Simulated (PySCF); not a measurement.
CH6OZr, SMILES C[O][ZrH3], multiplicity 1.

Coordinates come from a B3LYP-D3(BJ)/def2-SVP optimisation. The spin state was assumed, not searched. The structure was generated by enumeration; whether it is a known compound was not checked. The def2 effective core potentials stand for the cores of Zr; spin–orbit coupling is left out.

All values below come from B3LYP-D3(BJ)/def2-SVP in PySCF 2.14.0.

Frequencies are harmonic and unscaled.

Modes within 1.5 cm⁻¹ of each other (mostly degenerate sets) share a row, with their intensities summed.

```csv
mode,ν (cm⁻¹),IR (km/mol),moving atoms (share of kinetic energy)
1,50,0.0,H 100 %
2–3,127,7.1,"O 59 %, H 27 %, C 13 %"
4–5,406,82.6,"H 86 %, O 10 %"
6,479,46.0,"H 54 %, C 24 %, O 15 %"
7,619,265.4,"H 56 %, C 20 %, Zr 18 %"
8–9,625,186.0,H 99 %
10–11,1171,0.6,"H 77 %, C 18 %"
12,1215,547.8,"O 62 %, C 36 %"
13–14,1466,8.4,H 97 %
15,1468,15.1,"H 88 %, C 8 %"
16–17,1650,1193.2,H 98 %
18,1697,165.4,H 99 %
19,3012,69.1,H 98 %
20–21,3101,41.6,"H 90 %, C 10 %"
```
